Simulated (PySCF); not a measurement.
Ligands exchanged one at a time, Sn OCH3-H. All species are isolated molecules in the gas phase. One relaxed conformer stands for each flexible species; it need not be the lowest. Strings in code marks are SMILES.

The HOMO from two functionals at the same geometries (B3LYP-D3(BJ)/def2-SVP), both in PySCF: PBE-D3(BJ)/def2-TZVP and M06-2X/def2-TZVP. 

| species | PBE-D3(BJ)/def2-TZVP (eV) | M06-2X/def2-TZVP (eV) |
|---|---|---|
| 0 of 4 OCH3 replaced by H | -6.33 | -9.58 |
| 1 of 4 OCH3 replaced by H (`C[O][SnH]([O]C)[O]C`) | -6.17 | -9.34 |
| 2 of 4 OCH3 replaced by H | -6.05 | -9.20 |
| 3 of 4 OCH3 replaced by H | -5.90 | -9.01 |
| 4 of 4 OCH3 replaced by H (`[SnH4]`) | -7.92 | -10.22 |

Over these rows, drawn at random from the members with no instability flagged (it was tested for open shells, ions and some series alone), PBE minus M06-2X: mean +2.99 eV, from +2.30 eV to +3.25 eV.
